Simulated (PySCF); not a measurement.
**Spin-rotation constants: `C=CCC/C=N/C=O`, C₆H₉NO**

Cartesian coordinates in Å; atom numbers follow the order of the lines, from 1:
```xyz
17

C    -3.326    0.141    0.424
C    -2.281   -0.002   -0.368
C    -0.922   -0.423    0.097
C     0.126    0.654   -0.230
C     1.462    0.281    0.307
N     2.472    0.209   -0.426
C     3.786   -0.039   -0.309
O     4.641    0.749   -0.001
H    -3.264   -0.049    1.484
H    -4.289    0.445    0.052
H    -2.365    0.194   -1.428
H    -0.640   -1.353   -0.404
H    -0.939   -0.606    1.174
H     0.191    0.811   -1.306
H    -0.179    1.592    0.243
H     1.500    0.044    1.375
H     4.022   -1.056   -0.694
```

Method used: PySCF 2.14.0, GIAO CAM-B3LYP/pcSseg-1 magnetisability, rotational g tensor and spin-rotation constants, non-relativistic, gas phase. Geometry: GFN2-xTB.

(1) Give the nuclear spin-rotation constants along the inertial axes (H = +C I·J) beside the isotropic shieldings.

(2) How do the rotational constants and the g tensor change when H9, H10, H11, H12, H13, H14, H15, H16, H17 are replaced by deuterium?

## Answers

(1) Rotational constants 14.0726, 0.6035, 0.6022 GHz. A star marks the isotopologue with that one atom substituted, in its own axes.
| atom | isotope | Caa (kHz) | Cbb (kHz) | Ccc (kHz) | mean (kHz) | σ (ppm) |
| --- | --- | --- | --- | --- | --- | --- |
| N6 | 14N | 4.350 | 0.078 | 0.104 | 1.511 | -137.5 |
| H9 | 1H | -1.403 | -0.039 | 0.022 | -0.473 | 26.2 |
| H10 | 1H | 0.519 | -0.068 | -0.033 | 0.139 | 26.5 |
| H11 | 1H | -1.437 | -0.037 | 0.029 | -0.482 | 25.6 |
| H12 | 1H | -1.320 | 0.010 | -0.066 | -0.459 | 29.5 |
| H13 | 1H | -1.372 | -0.052 | -0.003 | -0.475 | 29.6 |
| H14 | 1H | -1.447 | -0.048 | -0.002 | -0.499 | 29.4 |
| H15 | 1H | -1.327 | 0.009 | -0.067 | -0.462 | 29.6 |
| H16 | 1H | -1.200 | -0.037 | 0.029 | -0.403 | 24.1 |
| H17 | 1H | -0.893 | 0.038 | -0.039 | -0.298 | 22.6 |
| C1 | 13C* | 4.684 | 0.130 | 0.220 | 1.678 | 60.3 |
| C2 | 13C* | 5.181 | 0.150 | 0.248 | 1.860 | 35.8 |
| C3 | 13C* | 2.338 | 0.110 | 0.102 | 0.850 | 148.1 |
| C4 | 13C* | 2.481 | 0.115 | 0.115 | 0.904 | 139.6 |
| C5 | 13C* | 5.994 | 0.160 | 0.239 | 2.131 | 23.0 |
| C7 | 13C* | 5.943 | 0.252 | 0.164 | 2.119 | 16.1 |
| O8 | 17O* | -10.194 | -0.308 | -0.081 | -3.528 | -162.2 |

For the geometry as given, no vibrational averaging.

(2) Constants 9.4920, 0.5526, 0.5513 GHz; g -0.1321, -0.0115, -0.0081, against -0.1948, -0.0101, -0.0109 before.
